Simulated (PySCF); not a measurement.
CH₃OS, multiplicity 2. Atoms are numbered in the order given.

```xyz
6

C      0.2997     1.3951     0.0000
S     -0.4985    -0.2236     0.0000
O      0.6030    -1.2415     0.0000
H      0.9186     1.4909     0.8936
H     -0.4832     2.1564     0.0000
H      0.9186     1.4909    -0.8936
```
Charge 0, spin multiplicity 2.

The structure is a stationary point at r2SCAN-D4/def2-TZVP. The isomer is the one that the SMILES or the coordinates give; other isomers of the formula were not compared.

Level of theory: ωB97X/def2-TZVPD (PySCF).

Mulliken values depend strongly on the basis, most of all with diffuse functions as here. Atomic charges (e):

| atom | Mulliken | meta-Löwdin | Mulliken spin |
|---|---|---|---|
| C1 | -0.71 | -0.47 | -0.06 |
| S2 | 0.32 | 0.72 | 0.58 |
| O3 | -0.43 | -0.67 | 0.43 |
| H4 | 0.27 | 0.14 | 0.02 |
| H5 | 0.28 | 0.14 | 0.01 |
| H6 | 0.27 | 0.14 | 0.02 |
